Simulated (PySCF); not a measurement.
A GIAO shielding run with PySCF 2.14.0 with density-fitted response routines (density fitting, non-relativistic, gas phase) on SMILES CS[Si]1(C)CC=CC1, C6H12SSi:

```
{"job": {"kind": "nmr", "xc": "PBE0", "basis": "pcSseg-1"}, "charge": 0, "multiplicity": 1}
C      2.468232    -1.051772    -0.179114
S      2.197949     0.664200     0.371870
Si     0.047450     0.805372     0.130912
C     -0.435708     2.586641     0.554635
C     -0.535898     0.159833    -1.574134
C     -1.206750    -1.141832    -1.251956
C     -1.362579    -1.491449     0.013487
C     -0.864700    -0.576776     1.092337
H      1.823302    -1.723641     0.376732
H      3.509130    -1.283247     0.018573
H      2.266349    -1.130090    -1.242098
H     -1.512655     2.713261     0.542260
H     -0.004042     3.281171    -0.157751
H     -0.072087     2.858392     1.539265
H      0.265244     0.004993    -2.298377
H     -1.249676     0.833085    -2.051186
H     -1.549728    -1.759081    -2.069946
H     -1.841947    -2.415018     0.304932
H     -1.709603    -0.197933     1.669536
H     -0.237430    -1.125427     1.797291
```

Hardware: 1 thread of an Arm Neoverse V1, shared host. The job also computes population analyses, field gradients, ring-centre shieldings.

Problem. How large is the calculation?

Solution. 78 electrons, 210 basis functions and 1132 auxiliary functions.

Problem. How long does it take?

Solution. 54 s of wall time, with 12 SCF cycles and 5 response iterations. Times on a shared host scatter by some tens of per cent.
